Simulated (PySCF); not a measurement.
How methods differ on the ionisation energy of Au+

Au+ [Xe] 4f14 5d10 (1S) → Au(2+) [Xe] 4f14 5d9 (2D), as a difference of total energies. Calculation: PySCF 2.14, in def2-SVP with the def2 core potential (60 electrons); scalar relativity through the core potential. Correlated levels: valence: 5s2 5p6 frozen. The calculations carry no spin-orbit coupling.

```csv
method,ionisation energy (eV),difference from reference (eV)
UHF,19.060,-1.143
M06-2X,20.861,+0.658
PBE0,20.802,+0.599
MP2 (valence),20.530,+0.327
SCS-MP2 (valence),20.385,+0.182
```

Reference: 20.203 ± 0.025 eV (measured; NIST Atomic Spectra Database, ionization energies).

The reference lies between the lowest fine-structure levels, while these numbers refer to the centres of the terms.

Errors of the correlated levels include the incompleteness of this basis and the frozen core.
